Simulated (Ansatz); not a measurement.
Frontier orbitals of H₂SZn, SMILES `[SH][ZnH]`.

```xyz
4

S     0.125   -0.052   -1.484
Zn    0.256    0.391    0.639
H    -0.744   -1.059   -1.286
H     0.362    0.720    2.131
```

Total charge 0; spin multiplicity 1. Correlated methods include outer-core shells of Zn, which these sets cover unevenly. Scalar relativity is left out up to krypton. The geometry is a stationary point of PBE0-D4/def2-TZVP. Basis def2-TZVPP, Ansatz 0.2.0.

| functional | HOMO (eV) | LUMO (eV) | gap (eV) |
| --- | --- | --- | --- |
| LDA (SPW92) | -6.27 | -1.71 | 4.56 |
| PBE | -6.13 | -1.51 | 4.62 |
| B97M-V | -6.44 | -1.43 | 5.01 |
| PBE0 | -7.30 | -0.77 | 6.53 |
| ωB97X-V | -9.65 | 0.96 | 10.61 |
| ωB97M-V | -9.49 | 0.64 | 10.13 |

A quarter of exact exchange (PBE0) shifts PBE's HOMO by −1.17 eV and its LUMO by +0.74 eV; full exchange at long range (ωB97M-V) shifts them by −3.36 and +2.15 eV. The gap opens from 4.62 to 10.13 eV, since occupied levels lose self-interaction and empty ones feel all the electrons. A positive LUMO is unbound and depends on the basis.
